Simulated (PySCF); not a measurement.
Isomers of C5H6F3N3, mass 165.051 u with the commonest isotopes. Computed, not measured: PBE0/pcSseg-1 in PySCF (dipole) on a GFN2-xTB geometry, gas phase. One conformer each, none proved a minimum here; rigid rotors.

Task: Order these by radius of gyration √(Σ m r²/M), smallest first.
A. `[CH3:1][c:2]1[cH:3][n:4][n:5]([CH2:6][C:7]([F:8])([F:9])[F:10])[n:11]1` with N4–N5–C6–C7 -87°
B. `[CH3:1][CH2:2][n:3]1[n:4][n:5][cH:6][c:7]1[C:8]([F:9])([F:10])[F:11]` with C1–C2–N3–N4 -89°
C. `CC1=NN=C(C(F)(F)F)N1C`
D. `[CH3:1][c:2]1[cH:3][n:4]([CH2:5][C:6]([F:7])([F:8])[F:9])[n:10][n:11]1` with C3–N4–C5–C6 -66°

Result: B (2.122 Å), C (2.191 Å), A (2.346 Å), D (2.383 Å).

Task: Order these by rotational constant A, largest first.
A. `[CH3:1][c:2]1[cH:3][n:4]([CH2:5][C:6]([F:7])([F:8])[F:9])[n:10][n:11]1` with C3–N4–C5–C6 -66°
B. `[CH3:1][CH2:2][n:3]1[n:4][n:5][cH:6][c:7]1[C:8]([F:9])([F:10])[F:11]` with C1–C2–N3–N4 -89°
C. `Cc1nnc(C(F)(F)F)n1C`
D. `[CH3:1][c:2]1[cH:3][n:4][n:5][n:6]1[CH2:7][C:8]([F:9])([F:10])[F:11]` with N5–N6–C7–C8 94°

Result: A (2736 MHz), C (2210 MHz), D (2088 MHz), B (1526 MHz).

Task: Order these by out-of-plane moment Σ m c² = (Ia + Ib − Ic)/2, largest first.
A. `FC(c1n(c(nn1)C)C)(F)F`
B. `[CH3:1][c:2]1[cH:3][n:4]([CH2:5][C:6]([F:7])([F:8])[F:9])[n:10][n:11]1` with C3–N4–C5–C6 -66°
C. `[CH3:1][c:2]1[cH:3][n:4][n:5][n:6]1[CH2:7][C:8]([F:9])([F:10])[F:11]` with N5–N6–C7–C8 94°
D. `[CH3:1][c:2]1[cH:3][n:4][n:5]([CH2:6][C:7]([F:8])([F:9])[F:10])[n:11]1` with N4–N5–C6–C7 -87°

Result: D (63.21 u·Å²), C (59.52 u·Å²), B (58.78 u·Å²), A (46.95 u·Å²).

| SMILES | point group | Ia (u·Å²) | Ib (u·Å²) | Ic (u·Å²) | κ | μa (D) | μb (D) | μc (D) |
| --- | --- | --- | --- | --- | --- | --- | --- | --- |
| Cc1cn(CC(F)(F)F)nn1 | C1 | 184.70 | 811.42 | 878.56 | -0.96 | 0.74 | 2.34 | 2.52 |
| Cc1nnc(C(F)(F)F)n1C | near Cs | 228.65 | 610.43 | 745.18 | -0.80 | 2.60 | 5.58 | 0.00 |
| Cc1cnnn1CC(F)(F)F | C1 | 242.05 | 621.08 | 744.10 | -0.81 | 0.58 | 4.24 | 1.89 |
| Cc1cnn(CC(F)(F)F)n1 | C1 | 187.36 | 784.23 | 845.17 | -0.96 | 1.94 | 0.16 | 1.18 |
| CCn1nncc1C(F)(F)F | C1 | 331.19 | 475.03 | 680.29 | -0.18 | 0.81 | 2.48 | 0.21 |
